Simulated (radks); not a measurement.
Values are calculated unless marked as measured or tabulated.
Ionisation of Pb2+, [Hg], to Pb3+, [Xe] 4f14 5d10 6s1, under several functionals. Scalar-relativistic Kohn-Sham, spin-unpolarised, spherical densities, point nucleus; a radial shooting solver on a logarithmic mesh with Libxc functionals.

PW91: E(Pb2+) (hartree) -20883.0672; Exc (hartree) -387.8523; IE (eV) 32.518; -e(HOMO) (eV) 27.547; <r> HOMO (bohr) 2.174; IE error (eV) +0.581
BP86: E(Pb2+) (hartree) -20883.4920; Exc (hartree) -388.2691; IE (eV) 32.595; -e(HOMO) (eV) 27.637; <r> HOMO (bohr) 2.168; IE error (eV) +0.657
exchange-only B88: E(Pb2+) (hartree) -20877.8351; Exc (hartree) -382.5611; IE (eV) 31.501; -e(HOMO) (eV) 26.521; <r> HOMO (bohr) 2.190; IE error (eV) -0.437
SOGGA: E(Pb2+) (hartree) -20874.9492; Exc (hartree) -379.7496; IE (eV) 32.338; -e(HOMO) (eV) 27.386; <r> HOMO (bohr) 2.169; IE error (eV) +0.401
B86b exchange with PBE correlation: E(Pb2+) (hartree) -20882.6111; Exc (hartree) -387.3952; IE (eV) 32.442; -e(HOMO) (eV) 27.474; <r> HOMO (bohr) 2.174; IE error (eV) +0.505
XLYP: E(Pb2+) (hartree) -20883.3393; Exc (hartree) -388.0925; IE (eV) 32.490; -e(HOMO) (eV) 27.475; <r> HOMO (bohr) 2.187; IE error (eV) +0.553
LDA (Slater exchange, Perdew-Zunger correlation): E(Pb2+) (hartree) -20869.9455; Exc (hartree) -374.7765; IE (eV) 32.878; -e(HOMO) (eV) 27.877; <r> HOMO (bohr) 2.168; IE error (eV) +0.940
PBE: E(Pb2+) (hartree) -20881.1722; Exc (hartree) -385.9600; IE (eV) 32.410; -e(HOMO) (eV) 27.443; <r> HOMO (bohr) 2.176; IE error (eV) +0.473
RPBE: E(Pb2+) (hartree) -20881.7578; Exc (hartree) -386.5533; IE (eV) 32.243; -e(HOMO) (eV) 27.295; <r> HOMO (bohr) 2.178; IE error (eV) +0.306
PBEsol: E(Pb2+) (hartree) -20875.5831; Exc (hartree) -380.3852; IE (eV) 32.480; -e(HOMO) (eV) 27.523; <r> HOMO (bohr) 2.168; IE error (eV) +0.543

NIST Atomic Spectra Database: 31.937 eV (measured). Closest: RPBE. The Delta-SCF values span 1.38 eV, the total energies 13.55 hartree. The highest occupied level is 6s. Spin polarisation and multiplet splitting are left out, so open shells lie too high by an amount that depends on their filling.

Beside tabulated values, note that spin-unpolarised runs miss the spin-polarisation part of the exchange energy of open shells, and scalar-relativistic runs lack spin-orbit coupling.
